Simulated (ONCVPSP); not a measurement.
# fluorine (F): one change to an ONCV potential, before and after

```
Element                 : fluorine
Generator               : ONCVPSP 4.0.1
Type                    : optimised norm-conserving Vanderbilt (ONCV)
Functional              : PBE
Relativity              : scalar-relativistic
Frozen core             : [He]
Valence charge          : 7
Reference configuration : 2s2 2p5
Partial waves           : 2s: rc 0.85 bohr, ncon 4, nbas 8, qcut 9.3 1/bohr, 3 projectors, debl 3.8 Ha; 2p: rc 0.90 bohr, ncon 4, nbas 8, qcut 9.4 1/bohr, 2 projectors, debl 2.1 Ha; d scattering state at 0.05 Ha: rc 0.75 bohr, ncon 3, nbas 7, qcut 14.6 1/bohr, 3 projectors, debl 1.7 Ha
Local potential         : polynomial inside 0.45 bohr (lpopt 5, dvloc0 1 Ha)
Core correction         : none
```

Change: s: nbas 7.

Cutoffs: the cutoffs (Ha) at which the residual kinetic energy of the hardest occupied pseudo-wave falls to 1 and 0.1 mHa per electron; they do not see the model core or the augmentation charge, which bear on the density cutoff. Errors are all-electron minus pseudo energies relative to the spin-unpolarised reference configuration.

What does the change do?

The potential gets neither clearly harder nor softer (137 Ha and 249 Ha → 137 Ha and 249 Ha); the errors of the 4 common tests hardly move; neither file shows a bound ghost.

```tsv
quantity	base	changed
cutoff, loose	137 Ha	137 Ha
cutoff, tight	249 Ha	249 Ha
loose cutoff by channel	s 43 Ha, p 137 Ha	s 45 Ha, p 137 Ha
bound ghosts	none	none
GHOST(+) flags under 300 eV	none	none
error for 2s2 2p4, meV [ΔE 19.39 eV]	+5.7	+5.6
error for 2s2 2p3, meV [ΔE 57.77 eV]	+60	+59
error for 2s2 2p2, meV [ΔE 118.41 eV]	+267	+262
error for 2s1 2p5, meV [ΔE 38.49 eV]	-2.4	-2.5
s: phases at 0.86 bohr within 0.05 rad from the reference energy up to (Ha; the scan ends near 5)	to the end of the scan	to the end of the scan
p: phases at 0.91 bohr within 0.05 rad from the reference energy up to (Ha; the scan ends near 5)	to the end of the scan	to the end of the scan
d: phases at 0.76 bohr within 0.05 rad from the reference energy up to (Ha; the scan ends near 5)	to the end of the scan	to the end of the scan
```
